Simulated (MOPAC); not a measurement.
A run for MOPAC: PM6 on HF (SMILES F).

```
PM6 1SCF PRECISE CHARGE=0 THREADS=1
FH

F      1.01145503 1    -1.02785651 1     0.18953647 1
H      0.84095398 1    -0.83434389 1     1.09638411 1
```

It printed:

```
*******************************************************************************
 **                                                                           **
 **                              MOPAC v23.2.5                                **
 **                                                                           **
 *******************************************************************************
 ** MOPAC's Digital Object Identifier: https://doi.org/10.5281/zenodo.6511958 **
 **                                                                           **
 ** Please cite the open-source release paper for use of this MOPAC version:  **
 ** J. E. Moussa and J. J. P. Stewart (2026)                                  **
 ** MOPAC: An open-source semiempirical molecular orbital program             **
 ** J. Open Source Softw., 11(119), 8025, https://doi.org/10.21105/joss.08025 **
 *******************************************************************************

                              PM6 CALCULATION RESULTS

 *******************************************************************************
 *  PM6        - The PM6 Hamiltonian to be used
 *
 *
 *
 *                 CHARGE ON SYSTEM = 0
 *
 *
 *
 *  PRECISE    - TIGHTER CRITERIA TO BE USED
 *  1SCF       - DO 1 SCF AND THEN STOP
 *  THREADS=1  - MULTI-THREADING NOT USED
 *  T=         - A TIME OF 172800.0 SECONDS REQUESTED
 *  DUMP=N     - RESTART FILE WRITTEN EVERY 7200.0 SECONDS REQUESTED
 *******************************************************************************
PM6 1SCF PRECISE CHARGE=0 THREADS=1
 FH

   ATOM   CHEMICAL          X               Y               Z
  NUMBER   SYMBOL      (ANGSTROMS)     (ANGSTROMS)     (ANGSTROMS)

     1       F          1.01145503  *  -1.02785651  *   0.18953647  *
     2       H          0.84095398  *  -0.83434389  *   1.09638411  *



          CARTESIAN COORDINATES

    NO.       ATOM           X           Y           Z

     1         F          1.0115     -1.0279      0.1895
     2         H          0.8410     -0.8343      1.0964

 General Reference for PM6:
 "Optimization of Parameters for Semiempirical Methods V: Modification of NDDO Approximations
 and Application to 70 Elements", J. J. P. Stewart, J. Mol. Mod., 13, 1173-1213 (2007)
 URL: https://link.springer.com/article/10.1007/s00894-007-0233-4

           Empirical Formula: H F  =     2 atoms



      MOLECULAR POINT GROUP   :   C*v


      RHF CALCULATION, NO. OF DOUBLY OCCUPIED LEVELS = 4


 -------------------------------------------------------------------------------
 PM6 1SCF PRECISE CHARGE=0 THREADS=1
 FH



     1SCF WAS SPECIFIED, SO BFGS WAS NOT USED
     SCF FIELD WAS ACHIEVED


                              PM6 CALCULATION
                                                       MOPAC v23.2.5 Linux




          FINAL HEAT OF FORMATION =        -63.26703 KCAL/MOL =    -264.70925 KJ/MOL


          COSMO AREA              =         39.66 SQUARE ANGSTROMS
          COSMO VOLUME            =         23.12 CUBIC ANGSTROMS

          IONIZATION POTENTIAL    =         15.871082 EV
          HOMO LUMO ENERGIES (EV) =        -15.871  4.336
          NO. OF FILLED LEVELS    =          4
          MOLECULAR WEIGHT        =         20.0063         POINT GROUP:  C*v

          MOLECULAR DIMENSIONS (Angstroms)

            Atom       Atom       Distance
            H     2    F     1     0.94281
            H     2    F     1     0.00000
            F     1    H     2     0.00000


          SCF CALCULATIONS        =          1





   ATOM   CHEMICAL          X               Y               Z
  NUMBER   SYMBOL      (ANGSTROMS)     (ANGSTROMS)     (ANGSTROMS)

     1       F          1.01145503  *  -1.02785651  *   0.18953647  *
     2       H          0.84095398  *  -0.83434389  *   1.09638411  *

                             CARTESIAN COORDINATES

   1    F        1.011455030    -1.027856510     0.189536470
   2    H        0.840953980    -0.834343890     1.096384110


           Empirical Formula: H F  =     2 atoms



      MOLECULAR POINT GROUP   :   C*v


                  EIGENVALUES
 -40.93327 -17.21356 -15.87108 -15.87108   4.33601


              NET ATOMIC CHARGES AND DIPOLE CONTRIBUTIONS

  ATOM NO.   TYPE          CHARGE      No. of ELECS.   s-Pop       p-Pop
    1          F          -0.267172        7.2672     1.96324     5.30394
    2          H           0.267172        0.7328     0.73283
 DIPOLE           X         Y         Z       TOTAL
 POINT-CHG.    -0.219     0.248     1.164     1.210
 HYBRID        -0.034     0.039     0.182     0.189
 SUM           -0.253     0.287     1.346     1.399


          ATOMIC ORBITAL ELECTRON POPULATIONS

     Atom    s        px        py        pz
    1  F   1.96324   1.97724   1.97068   1.35602
    2  H   0.73283

 **********************
 *                    *
 * JOB ENDED NORMALLY *
 *                    *
 **********************




 == MOPAC DONE ==
```

The run finished.

Cost: roughly 0.020 core-seconds.
